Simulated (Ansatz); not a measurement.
Gas-phase electronic energies from Ansatz, PBE0-D4/def2-TZVP geometries. CCSD(T)/CBS is the MP2 limit (def2-TZVPP, def2-QZVPP) plus CCSD(T) − MP2 in def2-TZVPP, frozen cores. DFT in def2-TZVPP. For Ge outer-core shells are correlated without core-valence functions, which leaves a few kJ/mol of doubt a bond. Scalar relativity is left out up to krypton. Each species was taken in one conformer, which may not be the lowest.

Reaction (redistribution): `O[SiH](F)S[SiH2]Cl` + `B[NH][GeH3]` → `BN[SiH2]Cl` + `O[SiH](F)[S][GeH3]`

```json
{"level": "r2SCAN-D4", "ΔE (kJ/mol)": "-34.7"}
{"level": "B2PLYP", "ΔE (kJ/mol)": "-37.1"}
{"level": "r2SCAN", "ΔE (kJ/mol)": "-35.1"}
{"level": "PBE0", "ΔE (kJ/mol)": "-35.6"}
{"level": "MP2/def2-TZVPP", "ΔE (kJ/mol)": "-34.5"}
{"level": "CCSD(T)/def2-TZVPP", "ΔE (kJ/mol)": "-35.1"}
{"level": "SCS-MP2/def2-QZVPP", "ΔE (kJ/mol)": "-35.3"}
{"level": "HF/CBS(def2)", "ΔE (kJ/mol)": "-45.8"}
```

**Question.** What does CCSD(T)/CBS give? (Estimate.)

**Answer.** Ansatz gave: -35.1 kJ/mol. The listed levels differ from it by 0.4, -2.0, 0.0, -0.5, 0.6, 0.0, -0.2, -10.7 kJ/mol.

Largest T1 diagnostic among the species: 0.013.

In def2-TZVPP, CCSD(T) changes the Hartree–Fock value by +10.6 kJ/mol (the triples alone add +1.9 kJ/mol) and MP2 by +11.1 kJ/mol. From PBE to PBE0 (25 % exact exchange), in def2-TZVPP and without D4, ΔE moves by −3.6 kJ/mol.
